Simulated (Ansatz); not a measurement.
Computed with Ansatz on PBE0-D4/def2-TZVP structures; ΔE is electronic, products minus reactants. CCSD(T)/CBS adds triple-zeta CCSD(T) − MP2 to the extrapolated MP2 energy (def2 sets, frozen cores). Functionals use def2-TZVPP. B3LYP here is the variant with VWN-RPA as its local correlation; programs differ in this. Each species was taken in one conformer, which may not be the lowest.

Consider the ligand exchange at the Si–C bond: `BC(F)([SiH3])[SiH3]` + `C=CCO` → `C=CCO[SiH3]` + `BC(F)[SiH3]`.

```tsv
level	ΔE (kJ/mol)	difference from CCSD(T)/CBS
B3LYP-D4	-77.0	-2.8
PBE0	-71.0	3.2
HF/def2-TZVPP	-99.9	-25.7
SCS-MP2/def2-TZVPP	-81.3	-7.1
CCSD/def2-TZVPP	-79.0	-4.8
CCSD(T)/def2-TZVPP	-75.0	-0.8
HF/def2-QZVPP	-101.4	-27.2
SCS-MP2/def2-QZVPP	-81.4	-7.2
HF/CBS(def2)	-101.6	-27.4
MP2/CBS(def2)	-75.8	-1.6
CCSD(T)/CBS	-74.2	0
```

Largest T1 diagnostic among the species: 0.014.

In def2-TZVPP, CCSD(T) changes the Hartree–Fock value by +25.0 kJ/mol (the triples alone add +4.0 kJ/mol) and MP2 by +23.3 kJ/mol. From PBE to PBE0 (25 % exact exchange), in def2-TZVPP and without D4, ΔE moves by −4.6 kJ/mol. The D4 term adds +7.0 kJ/mol with B3LYP and +3.6 kJ/mol with PBE0; it sums over pairs of atoms, weighted by their polarisabilities, and B3LYP, whose exchange is more repulsive, gets the larger term.
